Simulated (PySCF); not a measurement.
Mg(Br)(iPr) (C3H7BrMg), SMILES C[CH](C)[Mg][Br].

Geometry optimised at B3LYP-D3(BJ)/def2-SVP. The values are those of a single conformer.

Method: PBE/def2-TZVP (PySCF).

Symmetry labels are those of the subgroup Cs that the program uses (full group Cs).

Computed valence orbital energies around the gap with their symmetry:
| orbital | symmetry | energy (eV) |
|---|---|---|
| HOMO−7 | A" | -9.73 |
| HOMO−6 | A" | -9.20 |
| HOMO−5 | A" | -8.18 |
| HOMO−4 | A' | -8.06 |
| HOMO−3 | A' | -7.88 |
| HOMO−2 | A' | -6.70 |
| HOMO−1 | A" | -6.70 |
| HOMO | A' | -5.55 |
| LUMO | A' | -1.89 |
| LUMO+1 | A' | -0.95 |
| LUMO+2 | A" | -0.90 |
| LUMO+3 | A' | 0.60 |
